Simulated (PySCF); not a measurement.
## How methods differ on the ionisation energy of C(2+)

C(2+) [He] 2s2 (1S) → C(3+) [He] 2s1 (2S), as a difference of total energies. Computed with PySCF 2.14 in 6-31G*, with the non-relativistic Hamiltonian (point nucleus). Correlated levels: valence: 1s2 frozen. The calculations carry no spin-orbit coupling.

| method | ionisation energy (eV) | error (eV) |
| --- | --- | --- |
| UHF | 45.806 | -2.082 |
| BP86 | 47.193 | -0.695 |
| M06-2X | 47.350 | -0.538 |
| MP2 (valence) | 46.906 | -0.982 |
| SCS-MP2 (valence) | 47.127 | -0.761 |
| CCSD (valence) | 47.769 | -0.119 |

Reference: 47.888 eV (measured; NIST Atomic Spectra Database, ionization energies).

Errors of the correlated levels include the incompleteness of this basis and the frozen core.

With two correlated electrons CCSD is exact in that space.

The coupled-cluster amplitudes are large for C(2+) (T1 above 0.03 or a double amplitude above 0.15), so a single reference is strained.
